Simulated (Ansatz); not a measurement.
Consider the formal exchange of groups at a B–B bond: `ClBB[SeH]` + NH₃ → `B[SeH]` + `NBCl`.

Isolated molecules relaxed with PBE0-D4/def2-TZVP in Ansatz; ΔE leaves out vibrations. CBS: MP2 limit from def2 TZ/QZ plus the TZ coupled-cluster correction, frozen cores. This one scheme is used for every species. DFT in def2-TZVPP. B3LYP here is the variant with VWN-RPA as its local correlation; programs differ in this. For Se outer-core shells are correlated without core-valence functions, which leaves a few kJ/mol of doubt a bond. Scalar relativity is left out up to krypton. Each species was taken in one conformer, which may not be the lowest.

`ClBB[SeH]`:

Cartesian coordinates in Å:
```
Cl 0.950 -2.422 0.083
B -0.129 -1.154 0.618
B -0.259 0.247 -0.273
Se 0.914 1.714 0.048
H -0.752 -1.390 1.611
H -1.088 0.375 -1.123
H 0.365 2.630 -0.963
```

NH₃:

Cartesian coordinates in Å:
```
N -0.170 -0.117 0.192
H -0.354 0.872 0.079
H 0.806 -0.210 0.447
H -0.282 -0.546 -0.718
```

`B[SeH]`:

Z-matrix (Å, degrees):
```
B
Se 1 1.899
H 1 1.189 2 121.0
H 1 1.191 2 115.7 3 180.0
H 2 1.470 1 97.7 3 0.0
```

`NBCl`:

Cartesian coordinates in Å:
```
N 0.595 0.481 0.005
B -0.520 -0.327 0.133
Cl -0.905 -1.496 -1.136
H 0.849 1.158 0.703
H 1.215 0.441 -0.787
H -1.234 -0.256 1.083
```

| level | ΔE (kcal/mol) |
| --- | --- |
| revPBE-D4 | -33.0 |
| r2SCAN-D4 | -35.3 |
| B97M-V | -34.0 |
| B3LYP-D4 | -35.5 |
| r2SCANh-D4 | -35.5 |
| PBE-QIDH | -35.8 |
| CCSD(T)/def2-TZVPP | -35.1 |
| MP2/def2-QZVPP | -36.0 |

(1) What does CCSD(T)/CBS give? (An estimate is asked.)

Largest T1 diagnostic among the species: 0.014.

Answers

(1) The calculation gave: -34.7 kcal/mol. The listed levels differ from it by 1.7, -0.6, 0.7, -0.8, -0.8, -1.1, -0.4, -1.3 kcal/mol.

Leaving LDA and LC-ωPBE aside and taking each functional with its dispersion term where it has one, the values, not all of them listed here, spread over 4.0 kcal/mol, from CAM-B3LYP-D4 to revPBE-D4. LDA lies −2.4 kcal/mol from PBE without D4. From BLYP to BHLYP (50 % exact exchange), in def2-TZVPP and without D4, ΔE moves by −1.7 kcal/mol. In def2-TZVPP, CCSD(T) changes the Hartree–Fock value by +2.7 kcal/mol (the triples alone add +0.3 kcal/mol) and MP2 by +1.6 kcal/mol.
